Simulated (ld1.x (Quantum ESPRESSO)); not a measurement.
## What the settings do to the TM semilocal potential of Cd (Z = 48)

Base potential:

Cd (Z = 48), norm-conserving Troullier–Martins (semilocal form), made with ld1.x (Quantum ESPRESSO) 7.5 (BP86, scalar-relativistic). Core [Kr], reference 4d10 5s2 5p0. Waves: 5s (bound): rc 1.80 bohr; 4d (bound): rc 1.05 bohr; 5p (bound, empty): rc 2.85 bohr. Local part: the p channel. Core correction: none.

All-electron outer shells of the reference configuration (BP86, scalar-relativistic, ld1.x):

```csv
shell,level (eV),outermost node (bohr),outermost maximum (bohr)
4s,-106.06,0.43,0.79
4p,-67.09,0.43,0.84
4d,-11.85,0.42,0.98
5s,-5.85,1.07,2.32
5p,-1.27,1.20,3.29
```

Cutoffs, loose and tight: the cutoffs (Ry, on a coarse ladder) from which the occupation-weighted sum of valence levels, in a spherical-Bessel basis at the reference potential, stays within 10 and 1 mRy of its value at 400 Ry. They do not see the model core or the augmentation charge, which bear on the density cutoff. Test errors are all-electron minus pseudo excitation energies from the reference, over the configurations 4d10 5s1 5p0; 4d10 5s0 5p0; 4d9 5s0 5p0; 4d8 5s0 5p0; 4d9 5s2 5p0; 4d9 5s2 5p1; 4d10 5s0 5p1. A dash means not determined; rows that change the core or the reference have their own tests.

A true bound ghost makes a file unfit for plane-wave use even where its test errors are small: the radial tests pick states by their node count and pass the ghost by. Where a test does run into it, the solver fails or the error is huge.

A semilocal file is local in each channel, so a ghost entry of none says nothing of the separable form that plane-wave codes build from it.

| change | outcome | cutoff, loose | cutoff, tight | bound ghosts | largest test error (meV) |
| --- | --- | --- | --- | --- | --- |
| base | generated | 90 Ry | 120 Ry | none | -149 |
| all radii scaled by about 0.74 (s 1.34, p 2.12, d 0.78 bohr) | generated | 300 Ry | over 300 Ry | s | no test is counted, since the test run did not reproduce the reference configuration |
| all radii scaled by about 0.84 (s 1.52, p 2.40, d 0.88 bohr) | generated | 200 Ry | over 300 Ry | none | +317 |
| all radii scaled by about 0.89 (s 1.60, p 2.54, d 0.94 bohr) | generated | 160 Ry | 300 Ry | none | -210 |
| all radii scaled by about 0.95 (s 1.72, p 2.72, d 1.00 bohr) | generated | 110 Ry | 160 Ry | none | -164 |
| all radii scaled by about 1.18 (s 2.12, p 3.34, d 1.24 bohr) | generated | 90 Ry | 110 Ry | none | -81 |
| all radii scaled by about 1.24 (s 2.24, p 3.54, d 1.30 bohr) | generated | 80 Ry | 120 Ry | none | -83 |
| all radii scaled by about 1.39 (s 2.50, p 3.96, d 1.46 bohr) | generated | 80 Ry | 120 Ry | none | -134 |

**Question.** What comes out with this change to the base: all radii scaled by about 1.31 (s 2.36, p 3.74, d 1.38 bohr)?

**Answer.** outcome: generated; cutoff, loose: 80 Ry; cutoff, tight: 120 Ry; bound ghosts: none; largest test error (meV): -100.

Reading the sweep of the scale of all radii (base = 1) (base included, trends over the rows without a ghost): The loose cutoff falls from 200 Ry at 0.84 to 80 Ry at 1.39. A larger radius leaves more room for a smooth pseudo-wave, so fewer plane waves are needed; a smaller one forces it to follow the all-electron wave where it bends sharply. The median size of the test errors (rows with all tests solved) is not monotonic: lowest 4.7 meV at 0.95, highest 50.2 meV at 0.84. Bound ghosts are found at 0.74.
